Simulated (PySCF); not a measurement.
# Computed records: B2ClH4Si

Calculation on a computer-drawn molecule: the log of a Hartree-Fock and frozen-core CCSD(T) single point meant for a local Hartree-Fock minimum, with one planted fault or none, to be diagnosed. Offsets are logged minus clean, where the clean run is the same molecule without the fault. The reference is restricted for singlets and unrestricted otherwise, and also for a bond in bohr or an excited solution. Adding or removing an electron swaps singlet and doublet. The excited solution moves the top pair (singlet) or top alpha electron (doublet) to the lowest empty orbital. Highest occupied and lowest empty are orbital energies over both spins, largest force is the largest gradient component, triples share is (T) over the correlation energy, the T1 limit is 0.02 restricted and 0.045 unrestricted, electrons count all cores, a negative frequency is imaginary (commonest isotopes), and the dipole is about the centre of nuclear charge. Program: PySCF 2.14.0.

B2ClH4Si

Logged structure:
```xyz
8
B2ClH4Si
B     -1.4653    -1.7891     4.0393
B     -1.8633    -1.2423     2.4869
Si    -1.9044     0.6738     1.8916
Cl    -2.1903    -2.4956     1.2563
H     -0.3232    -1.9538     4.3727
H     -2.3226    -2.0281     4.8459
H     -2.7199     1.0140     0.7064
H     -2.0218     1.7070     2.9455
```

* meant charge: 0
* meant multiplicity: 2
* meant basis: cc-pV(D+d)Z
* logged electrons: 46
* logged basis functions: 94
* logged SCF converged: yes
* logged spin squared: 0
* logged highest occupied: -1.1659 eV
* logged lowest empty: 6.0821 eV
* logged largest force: 0.047358 hartree/bohr
* logged T1 diagnostic: 0.021259
* logged D1 diagnostic: 0.084993
* logged triples share: 0.033579
* logged CC converged: yes
* logged dipole magnitude: 3.622 debye
* logged SCF stable within its kind: yes
* logged energy HF: -800.11177 hartree
* logged energy CCSD(T): -800.60333 hartree
* possible faults: no fault, one electron removed, one electron added, multiplicity raised by two, geometry at a saddle point, SCF held on an excited solution, minimal basis STO-3G, one bond length entered in bohr, all coordinates scaled
* planted fault: withheld

Drawn bonds:
```csv
atom,other atom,order
1,2,1
2,3,1
2,4,1
1,5,1
1,6,1
3,7,1
3,8,1
```

Notes: T1 above single-reference limit.

Questions
1. Give the missing planted fault for B2ClH4Si.

## Answers
1. one electron added

Further results for B2ClH4Si:

- HF energy offset from clean run: -5.435 kcal/mol
- CCSD(T) energy offset from clean run: -30.36 kcal/mol
